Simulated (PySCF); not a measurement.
Cartesian coordinates in Å; atom numbers follow the order of the lines, from 1:
```xyz
12

F    -3.7942   -0.6910    0.9867
B    -2.8903   -0.3457    0.0927
F    -3.1118    0.7686   -0.5722
Si   -1.2416   -1.4784   -0.2745
C     0.2412   -0.4000   -0.1916
C     1.2239    0.3281   -0.1301
Si    2.7160    1.3947   -0.0437
H    -1.1173   -2.5793    0.7240
H    -1.3358   -2.0671   -1.6453
H     3.4589    1.0972    1.2147
H     3.5894    1.1101   -1.2185
H     2.3063    2.8284   -0.0582
```

Geometry: PBE0-D3(BJ)/def2-SVP; GIAO shifts from PySCF 2.14.0 with density-fitted response routines, gas phase, non-relativistic, averaged over equivalent atoms.

At OPBE/pcSseg-1 (158 basis functions, 22 s wall time on 1 thread of an Arm Neoverse V1, shared host):
| atoms | δ (ppm) |
| --- | --- |
| F1/F3 | -26.7 |
| B2 | 25.5 |
| Si7 | -94.1 |
| Si4 | -104.1 |
| C6 | 109.4 |
| C5 | 105.2 |
| H10/H11/H12 | 4.25 |
| H8/H9 | 4.16 |

δ = σ(ref) − σ, references computed at the same level: 19F (σ = 155.97 ppm) against CFCl3; 11B (σ = 100.31 ppm) against BF3·OEt2; 29Si (σ = 360.29 ppm) and 13C (σ = 185.13 ppm) and 1H (σ = 31.23 ppm) against TMS.

What do these become at PBE0/pcSseg-1?

## Answers


| atoms | δ at PBE0/pcSseg-1 | change |
| --- | --- | --- |
| F1/F3 | -17.2 | +9.5 |
| B2 | 28.8 | +3.3 |
| Si7 | -95.9 | -1.8 |
| Si4 | -104.9 | -0.8 |
| C6 | 116.7 | +7.3 |
| C5 | 111.9 | +6.7 |
| H10/H11/H12 | 4.19 | -0.06 |
| H8/H9 | 4.11 | -0.05 |

Scale: 19F (σref 177.25) against CFCl3; 11B (σref 100.73) against BF3·OEt2; TMS for 29Si (σref 351.99), 13C (σref 184.41), 1H (σref 31.27) (reference shieldings calculated alike).

The largest change is at F1/F3 (fluorine bonded to B). Cost: 158 basis functions, 15 s wall time on 1 thread of an Arm Neoverse V1, shared host.

Unscaled 19F shifts against computed CFCl3 carry errors that often reach 10 to 50 ppm.
